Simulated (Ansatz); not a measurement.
`[AlH2][Br]` → Al• + Br• + 2 H•  (atomization)

Computed with Ansatz on PBE0-D4/def2-TZVP structures; ΔE is electronic, products minus reactants. CCSD(T)/CBS is the MP2 limit (def2-TZVPP, def2-QZVPP) plus CCSD(T) − MP2 in def2-TZVPP, frozen cores. This one scheme is used for every species, atoms too. DFT in def2-TZVPP. HSE06 is defined as in plane-wave codes. No spin–orbit coupling; open shells (•) take unrestricted orbitals. Spin–orbit coupling would lower the free atoms: a little for Al; clearly for Br. For Br outer-core shells are correlated without core-valence functions, so the limit isn't a true one: a few kJ/mol of doubt a bond, and 10 to 20 or more in all where bonds break to atoms. Scalar relativity is left out up to krypton.

(1) What is ΔE at CCSD(T)/CBS? (An estimate is asked.)

(2) What do these levels give: PBE-D4, HSE06, CCSD/def2-SVP, CCSD/def2-QZVPP, CCSD(T)/def2-QZVPP, MP2/CBS(def2)? (An estimate is asked.)

Largest T1 diagnostic among the species: 0.018.

## Answers

(1) Ansatz gave: +992.3 kJ/mol.

(2) The calculation gave: PBE-D4 955.5, HSE06 954.0, CCSD/def2-SVP 919.6, CCSD/def2-QZVPP 967.5, CCSD(T)/def2-QZVPP 978.2, MP2/CBS(def2) 997.7 kJ/mol.

From r2SCAN to r2SCAN0 (25 % exact exchange), in def2-TZVPP and without D4, ΔE moves by −8.7 kJ/mol: exact exchange takes away binding that semilocal exchange gives to molecules. Leaving LDA and LC-ωPBE aside and taking each functional with its dispersion term where it has one, the values, not all of them listed here, spread over 61.3 kJ/mol, from revPBE-D4 to B97M-V. LDA lies +109.5 kJ/mol from PBE without D4, its usual overbinding.

For atomizations the MP2-based limit and the directly extrapolated one differ by several kJ/mol either way, and by 10 to 25 for some Ge, Se and Sn compounds, so smaller differences from it don't rank the levels.
